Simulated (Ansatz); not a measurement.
`CO[SiH2]C` + H₂ → `CO[SiH3]` + CH₄ at 500 K and 1 bar (hydrogenolysis of the Si–C bond).

Isolated molecules relaxed with PBE0-D4/def2-TZVP in Ansatz; ΔE leaves out vibrations. CCSD(T)/CBS is the MP2 limit (def2-TZVPP, def2-QZVPP) plus CCSD(T) − MP2 in def2-TZVPP, frozen cores. This one scheme is used for every species. One conformer a species, not always the lowest.

```csv
species,CCSD(T)/CBS energy (Eh),H − E (kJ/mol),S (J/(mol·K))
`CO[SiH2]C`,-445.20896,297.6,399.4
H₂,-1.17544,41.0,145.5
`CO[SiH3]`,-405.93001,211.0,345.4
CH₄,-40.46206,135.6,206.8
```

H − E and S are ideal-gas, rigid-rotor, harmonic terms from PBE0-D4/def2-TZVP, for one conformer and one mirror image of each species. For small species the MP2-based limit differs from directly extrapolated CCSD(T) by up to some mEh (0.8 for H₂); such offsets cancel only in part. 1 Eh = 2625.50 kJ/mol, R = 8.31446 J/(mol·K).

Question: By hand: ΔE, ΔH, ΔS and ΔG.

Answer: ΔE = (-405.93001) + (-40.46206) − (-445.20896) − (-1.17544) = -0.00767 Eh = -20.1 kJ/mol. Δ(H − E) = 211.0 + 135.6 − 297.6 − 41.0 = 8.0, so ΔH = -12.1 kJ/mol. ΔS = 345.4 + 206.8 − 399.4 − 145.5 = 7.3 J/(mol·K). ΔG = -12.1 − 500 × (7.3)/1000 = -15.8 kJ/mol.

Question: By hand: the equilibrium constant, and the temperature at which ΔG would vanish if ΔH and ΔS stayed fixed.

Answer: log₁₀ K = −ΔG/(RT ln 10) = 1.7. ΔH and −TΔS have one sign here, so there is no such temperature.

The number of gas molecules stays the same, so ΔS is small and ΔH decides. A doubt of 5 kJ/mol in ΔE shifts log₁₀ K by 0.5 here. Other conformers and mirror images would add mixing entropy, several J/(mol·K) or more a flexible species. These are equilibria of isolated gas molecules and say nothing of rates. Largest T1 diagnostic: 0.011 (customary marks: 0.02 for closed shells, 0.045 for open ones).

ΔS is within the doubt of such terms, so its sign, and with it that verdict, could turn.
